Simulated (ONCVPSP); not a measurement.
Zn (Z = 30): excitation energies, all-electron against ONCV

zinc, optimised norm-conserving Vanderbilt (ONCV), made with ONCVPSP 4.0.1 (PBEsol, scalar-relativistic). Core [Ne], reference 3s2 3p6 3d10 4s2. Waves: 3s+4s: rc 1.05 bohr, ncon 3, nbas 6, qcut 8.8 1/bohr, 2 projectors; 3p: rc 0.65 bohr, ncon 4, nbas 9, qcut 11.7 1/bohr, 2 projectors, debl 1.8 Ha; 3d: rc 1.30 bohr, ncon 4, nbas 8, qcut 11.8 1/bohr, 2 projectors, debl 2.7 Ha. Local part: polynomial inside 0.50 bohr (lpopt 5, dvloc0 2 Ha). Core correction: Teter function fitted to the true core (icmod 2), fcfact 0.2.

In the p channel the program set the typed energies aside and used -3.060, 0.250 Ha.

Energies are relative to the spin-unpolarised reference configuration 3s2 3p6 3d10 4s2; without spin polarisation the order of configurations can differ from experiment.

```csv
valence configuration,charge,ΔE all-electron (eV),error AE − PS (meV)
3s2 3p6 3d10 4s1,+1,9.900,+0.8
3s2 3p6 3d10 4s0,+2,28.249,+6.0
3s2 3p5 3d10 4s2,+1,91.891,-144
```

**Question.** What are ΔE and the potential's error for 3s2 3p6 3d9 4s0?

**Answer.** ΔE = 68.758 eV all-electron; the error (AE − PS) is +6.6 meV.
